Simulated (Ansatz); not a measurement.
`OB(Cl)[NH][GeH3]`. Total charge 0; spin multiplicity 1. Geometry: relaxed with PBE0-D4/def2-TZVP. It is one conformer, not always the lowest.

```xyz
10

O    -0.652    0.628    2.401
B    -0.076    0.588    1.169
Cl    1.152    1.840    0.853
N    -0.358   -0.333    0.147
Ge    0.435   -0.377   -1.529
H    -1.309   -0.055    2.549
H    -1.051   -1.046    0.315
H    -0.232   -1.566   -2.243
H     0.149    0.930   -2.277
H     1.943   -0.610   -1.387
```

(1) What is the dipole moment at B3LYP/def2-TZVPP? (Best estimate.)

(2) And with PBE, r2SCAN, ωB97M-V? (Estimate.)

(3) Give the Mulliken charges with B3LYP, r2SCAN, ωB97M-V in def2-TZVPP. (Best estimate.)

Answers

(1) Computed: 3.48 D, with components (-1.95, -2.76, -0.83) D in this frame, pointing from negative to positive charge.

(2) Computed: PBE 3.40 D, r2SCAN 3.48 D, ωB97M-V 3.50 D.

(3) The calculation gave: 
| atom | B3LYP | r2SCAN | ωB97M-V |
| --- | --- | --- | --- |
| O1 | -0.26 | -0.30 | -0.26 |
| B2 | 0.25 | 0.31 | 0.24 |
| Cl3 | -0.22 | -0.22 | -0.18 |
| N4 | -0.26 | -0.32 | -0.28 |
| Ge5 | 0.20 | 0.23 | 0.15 |
| H6 | 0.18 | 0.20 | 0.17 |
| H7 | 0.12 | 0.13 | 0.09 |
| H8 | -0.02 | -0.02 | 0.01 |
| H9 | 0.01 | 0.00 | 0.03 |
| H10 | 0.01 | 0.00 | 0.03 |

B3LYP here is the variant with VWN-RPA as its local correlation; programs differ in this.
